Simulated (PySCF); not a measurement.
Task: Write Cartesian coordinates for InChI=1S/C7H8S/c1-3-5-7(8)6-4-2/h7-8H,1-2H3 as optimised with GFN2-xTB.

Result: 
```
atom  x, y, z in Å
C1    -3.409    0.487    0.007
C2    -2.109   -0.141    0.046
C3    -1.033   -0.667    0.113
C4     0.267   -1.298    0.111
S5     0.492   -2.268   -1.484
C6     1.325   -0.318    0.204
C7     2.193    0.509    0.227
C8     3.243    1.499    0.290
H9    -3.913    0.367    0.966
H10   -4.017    0.028   -0.773
H11   -3.302    1.550   -0.208
H12    0.349   -2.034    0.920
H13   -0.635   -2.966   -1.341
H14    2.821    2.475    0.525
H15    3.968    1.230    1.058
H16    3.751    1.556   -0.672
```

Orientation and origin are arbitrary. Atoms count from 1 in this order. The C–C distances run from 1.199 Å (C6≡C7, drawn triple) to 1.446 Å (C4–C6, drawn single), a spread of 0.247 Å.

Bonds between heavy atoms (Å): C1–C2 1.445, C2≡C3 1.199, C3–C4 1.445, C4–S5 1.881, C4–C6 1.446, C6≡C7 1.199, C7–C8 1.445.

Structure optimised with GFN2-xTB, isolated species.

No GFN2-xTB frequencies stand behind this structure, so it isn't proved a minimum. The numbers are those of one conformer (C3–C4–S5–H -54°).

The numbers are calculated, not measured.
